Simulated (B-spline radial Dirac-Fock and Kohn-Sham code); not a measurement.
## Co 4s: cross section and angular parameters

System: neutral cobalt in the configuration [Ar] 3d7 4s2; threshold 7.50 eV (orbital energy of the model). The computed values come from a B-spline atomic structure program: Dirac-Hartree-Slater photoionisation with a Latter tail; cross sections with all multipoles, angular parameters from the dipole term and its interference with E2.

The run's input, task.json:

```json
{"items": [{
  "Z": 27,
  "q": 0,
  "cfg": [[1, 0, 2], [2, 0, 2], [2, 1, 6], [3, 0, 2], [3, 1, 6], [3, 2, 7], [4, 0, 2]],
  "A": 59,
  "rrms": 3.7875,
  "do": "xps",
  "hv": [113.0, 133.0, 181.0, 223.0, 235.0, 260.0, 300, 600, 663.0, 722.0, 773.0, 859.0, 907.0, 1210.0, 1486.9, 2000, 3580.0, 4290.0, 4570.0, 5170.0, 5414.7, 5640.0, 5810.0, 7170.0, 7210.0, 8047.8, 8080.0, 9251.7, 12000, 13500.0],
  "edges": {"K": 7709.0, "L1": 925.1, "L2": 793.2, "L3": 778.1, "M1": 101.0}
}]}
```

Command: `python xray2_run.py task.json out`

For linearly polarised light dσ/dΩ = σ/(4π) [1 + β P₂(cos θ) + (δ + γ cos²θ) sin θ cos φ], with θ from the polarisation vector and φ the angle between the beam and the projection of the electron momentum on the plane normal to the polarisation.

| hν (eV) | σ (kb) | β | γ |
| --- | --- | --- | --- |
| 113 | 44.3 | 1.998 | 0.187 |
| 133 | 35.5 | 1.999 | 0.191 |
| 181 | 23.0 | 1.999 | 0.178 |
| 223 | 17.0 | 1.999 | 0.156 |
| 235 | 15.7 | 1.999 | 0.149 |
| 260 | 13.5 | 1.999 | 0.135 |
| 300 | 10.9 | 1.999 | 0.112 |
| 600 | 3.59 | 1.999 | -0.018 |
| 663 | 3.02 | 1.999 | -0.033 |
| 722 | 2.60 | 1.999 | -0.043 |
| 773 | 2.30 | 1.999 | -0.049 |
| 859 | 1.90 | 1.999 | -0.056 |
| 907 | 1.72 | 1.999 | -0.057 |
| 1210 | 1.01 | 1.999 | -0.042 |
| 1486.9 | 0.679 | 1.999 | -0.005 |
| 2000 | 0.377 | 1.999 | 0.093 |
| 3580 | 0.111 | 1.999 | 0.445 |
| 4290 | 0.0741 | 1.999 | 0.597 |
| 4570 | 0.0643 | 1.999 | 0.654 |
| 5170 | 0.0486 | 1.999 | 0.773 |
| 5414.7 | 0.0437 | 1.999 | 0.820 |
| 5640 | 0.0397 | 1.999 | 0.862 |
| 5810 | 0.0371 | 1.999 | 0.893 |
| 7170 | 0.0226 | 1.999 | 1.131 |
| 7210 | ? | ? | ? |
| 8047.8 | 0.0171 | 1.999 | 1.275 |
| 8080 | 0.0169 | 1.999 | 1.280 |
| 9251.7 | 0.0121 | 1.999 | 1.460 |
| 12000 | 0.00630 | 1.999 | 1.835 |
| 13500 | 0.00465 | 1.999 | 2.019 |

Question: Give the values at 7210 eV.

Answer: σ = 0.0223 kb, β = 1.999, γ = 1.138. For an s subshell δ is negligible.
